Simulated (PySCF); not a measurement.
Problem. What does the PBE0-D3(BJ)/def2-SVP structure of InChI=1S/C4H9F3GeO/c1-3(2)9-8-4(5,6)7/h3H,8H2,1-2H3 look like in three dimensions?

Solution. 
```xyz
18
C4H9F3GeO angstrom
C     -2.1585    1.1234   -0.0148
C     -0.8876    0.3715    0.3266
C     -1.1623   -0.9385    1.0447
O     -0.1989    0.1672   -0.8996
Ge     1.3848   -0.6097   -1.0391
C      2.5757    0.1428    0.3835
F      2.6264    1.4790    0.3384
F      3.8298   -0.3138    0.2638
F      2.1476   -0.1976    1.6107
H     -1.9168    2.0578   -0.5407
H     -2.7917    0.5119   -0.6761
H     -2.7291    1.3676    0.8936
H     -0.2679    1.0109    0.9864
H     -1.7347   -1.6184    0.3941
H     -1.7437   -0.7650    1.9627
H     -0.2280   -1.4399    1.3418
H      1.3228   -2.1312   -0.8258
H      1.9184   -0.2097   -2.4158
```

Orientation and origin are arbitrary. Atoms count from 1 in this order. Ge5 (germanium bonded to C, O and 2 H) is distorted tetrahedral (angles from 105.6° to 113.4°). Of the pairs four or more bonds apart, F9···H16 is among the closest relative to their van der Waals radii: 2.69 Å, 101 % of the sum of Bondi's values.

Bonds between heavy atoms (Å): C1–C2 1.516, C2–C3 1.519, C2–O4 1.421, O4–Ge5 1.770, Ge5–C6 2.002, C6–F7 1.338, C6–F8 1.340, C6–F9 1.344.

Computed, not measured: PySCF, PBE0-D3(BJ)/def2-SVP geometry optimisation, gas phase.

Point group: C1 (no symmetry element, even within 0.4 Å). Stationary, but not proved a minimum. One conformer, not necessarily the lowest (C1–C2–O4–Ge5 177°, C2–O4–Ge5–C6 -45°).
